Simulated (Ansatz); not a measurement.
In5O12H9. Charge 0, multiplicity 1. Geometry PBE-D4/def2-SVP, basis def2-TZVP, Ansatz.

```csv
atom,x (Å),y (Å),z (Å)
In1,1.509,-0.759,-0.154
In2,-1.616,-0.455,1.245
In3,0.540,2.544,0.810
In4,-0.909,-1.113,-2.307
In5,1.157,-2.256,3.021
O6,-2.879,0.937,0.479
O7,-1.349,-1.928,2.683
O8,1.775,1.335,-0.617
O9,1.228,-0.136,1.963
O10,2.362,3.261,1.370
O11,-1.254,3.278,0.336
O12,1.290,-0.946,-2.343
O13,0.056,0.761,2.020
O14,-1.588,-2.432,-3.678
O15,2.471,-2.300,0.879
O16,-0.524,-1.423,-0.258
O17,-1.915,0.667,-2.053
H18,-2.682,0.861,-0.508
H19,-1.742,-1.681,3.545
H20,2.598,1.694,-0.204
H21,2.534,2.943,2.279
H22,-1.895,2.517,0.434
H23,1.568,-0.065,-2.675
H24,-0.919,-3.135,-3.793
H25,2.613,-3.115,0.358
H26,-2.430,0.947,-2.833
```

```json
{"run": "A", "HOMO (eV)": "-6.48", "LUMO (eV)": "-2.96"}
{"run": "B", "HOMO (eV)": "-6.17", "LUMO (eV)": "-3.76"}
{"run": "C", "HOMO (eV)": "-5.88", "LUMO (eV)": "-3.42"}
{"run": "D", "HOMO (eV)": "-6.85", "LUMO (eV)": "-2.61"}
{"run": "E", "HOMO (eV)": "-5.99", "LUMO (eV)": "-3.37"}
{"run": "F", "HOMO (eV)": "-6.10", "LUMO (eV)": "-3.25"}
```

In the def2 sets In takes a core potential; there is no spin–orbit coupling. Single mean-field runs in def2-TZVP are fitted with def2-universal-jkfit. The structure holds one bond between oxygen atoms, so isomers without such links may lie far lower.

Question: The runs used B97M-V, LDA (SPW92), PBE, PBE0, r2SCAN, r2SCANh. Estimate which is which.

Answer: A r2SCANh (10 % exact exchange); B LDA (SPW92) (0 % exact exchange); C PBE (0 % exact exchange); D PBE0 (25 % exact exchange); E B97M-V (0 % exact exchange); F r2SCAN (0 % exact exchange). Exact exchange lowers occupied and raises empty levels; among semilocal functionals meta-GGAs tend to open the gap a little, and such runs are hard to tell apart. The gap grows from 2.40 eV (LDA (SPW92)) to 4.24 eV (PBE0).
